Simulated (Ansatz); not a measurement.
Pair of molecules: CH4 (SMILES C) (first 5 atoms) with HI (SMILES I); geometry from B3LYP-D3(BJ)/def2-TZVP, rigid monomers moved along the line of their centres of mass till C1···H7 is 2.45 Å.
(charge 0, multiplicity 1):
```xyz
7

C     -0.14059    -0.06243    -0.12195
H     -0.96648     0.43361     0.38686
H     -0.24618     0.07718    -1.19688
H      0.80508     0.36941     0.20418
H     -0.15605    -1.12819     0.10401
I      0.23675    -0.57299     3.88836
H      0.10791    -0.38826     2.28921
```

Interaction energies are E(AB) − E(A) − E(B) at the monomers' geometry in the complex; basis-set methods are counterpoise corrected.

Programs: Ansatz (Gaussian basis) for Hartree–Fock, density functionals and correlated methods. Each number belongs to the level named beside it. In def2 rows elements past Kr take small-core potentials, without spin–orbit coupling.

Task: Estimate the interaction energy that B3LYP/def2-TZVPPD returns for this input.

Result: 31 meV

Task: Estimate the interaction energy that wB97M-V/def2-TZVPPD returns for this input.

Result: -21 meV

Task: Give the interaction energy at the level HF/def2-TZVPPD.

Result: 69 meV

Ansatz is an electronic-structure program.
